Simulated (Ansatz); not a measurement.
Ideal-gas functions of CH5GaO2, SMILES `O[CH](O)[GaH2]` at 298.15 K and 1 bar, from an Ansatz frequency run at PBE0-D4/def2-TZVP.

Molar mass 118.77 g/mol, point group C1 (symmetry number 1), electronic degeneracy 1, moments of inertia 55.934, 180.981, 219.012 u Å². Harmonic wavenumbers (cm⁻¹, unscaled): 111, 151, 207, 331, 418, 430, 578, 592, 632, 743, 1031, 1055, 1158, 1251, 1382, 1421, 1946, 1972, 3044, 3784, 3829.

Use S(trans) = R[1.5 ln M + 2.5 ln T − 1.1517]; rotational temperatures θ = 24.2544 K / I; S(rot) = R[ln(√π/σ · √(T³/θAθBθC)) + 1.5]; for each mode x = 1.438777 ν̃/T, S = R[x/(eˣ − 1) − ln(1 − e⁻ˣ)] and H = RT x/(eˣ − 1); 1 cm⁻¹ = 0.0119627 kJ/mol; R = 8.31446 J/(mol·K).

By hand: the entropy, in J/(mol·K).

Translation 168.4. Rotation: θ = 0.4336, 0.134, 0.1107 K, giving 109.3. Vibration, mode by mode: 13.60, 11.13, 8.66, 5.25, 3.76, 3.59, 2.05, 1.94, 1.66, 1.08, 0.35, 0.31, 0.21, 0.14, 0.08, 0.07, 0.01, 0.01, 0.00, 0.00, 0.00, in all 53.9. Electronic 0.0. Sum 331.6 J/(mol·K).

By hand: H − E and G − E in kJ/mol, counted from the electronic energy.

Zero-point energy ½ × 26066 × 0.0119627 = 155.9; thermal vibration 9.3; translation, rotation and pV give 4 RT = 9.9. H − E = 175.1 kJ/mol, and G − E = 175.1 − 298.15 × 331.6/1000 = 76.2 kJ/mol.

Vibration gives 16 % of the entropy, 13.6 J/(mol·K) of it from the mode under 150 cm⁻¹: soft modes count most, and the harmonic formula is weakest for them. The sum counts one conformer and one mirror image; others add a mixing term.
